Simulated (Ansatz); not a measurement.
## Ligand exchange: C2H6Cl2Si + SiH3(GeH3) → C2H9ClSi2 + GeH3Cl

Species: C2H6Cl2Si `CC[SiH](Cl)Cl`, singlet; SiH3(GeH3), singlet; C2H9ClSi2 `CC[SiH]([SiH3])Cl`, singlet; GeH3Cl (chlorogermane) `[Cl][GeH3]`, singlet. The partners trade Cl for SiH3: Si–Cl and Ge–SiH3 bonds give way to Si–SiH3 and Ge–Cl.

Shapes, held fixed at every level: PBE0-D4/def2-TZVP. Flexible molecules stand in one conformer, not always the lowest. Programs: Ansatz 0.2.0. Electronic energies: no zero-point or thermal term.

```json
{"level": "HF/def2-TZVPP", "kind": "Hartree–Fock", "ΔE (kJ/mol)": "+44.0", "less CCSD(T)/def2-TZVPP": "-7.9"}
{"level": "PBE-D4/def2-TZVPP", "kind": "GGA", "ΔE (kJ/mol)": "+49.2", "less CCSD(T)/def2-TZVPP": "-2.7"}
{"level": "r2SCAN-D4/def2-TZVPP", "kind": "meta-GGA", "ΔE (kJ/mol)": "+54.1", "less CCSD(T)/def2-TZVPP": "+2.2"}
{"level": "B3LYP-D4/def2-TZVPP", "kind": "global hybrid", "ΔE (kJ/mol)": "+49.8", "less CCSD(T)/def2-TZVPP": "-2.1"}
{"level": "wB97X-V/def2-TZVPP", "kind": "range-separated hybrid", "ΔE (kJ/mol)": "+49.6", "less CCSD(T)/def2-TZVPP": "-2.3"}
{"level": "CCSD/def2-TZVPP", "kind": "coupled cluster or CI", "ΔE (kJ/mol)": "+51.6", "less CCSD(T)/def2-TZVPP": "-0.3"}
{"level": "CCSD(T)/def2-TZVPP", "kind": "coupled cluster or CI", "ΔE (kJ/mol)": "+51.9", "less CCSD(T)/def2-TZVPP": "0.0"}
```

The highest level, CCSD(T)/def2-TZVPP, gives ΔE = +51.9 kJ/mol; the levels span +44.0 to +54.1. The column of differences is taken from that level and isn't an error. No measured value is set beside it here. Relativity is left out for Ge. Outer-core shells of Ge are correlated in most correlated rows, in sets that cover them unevenly.
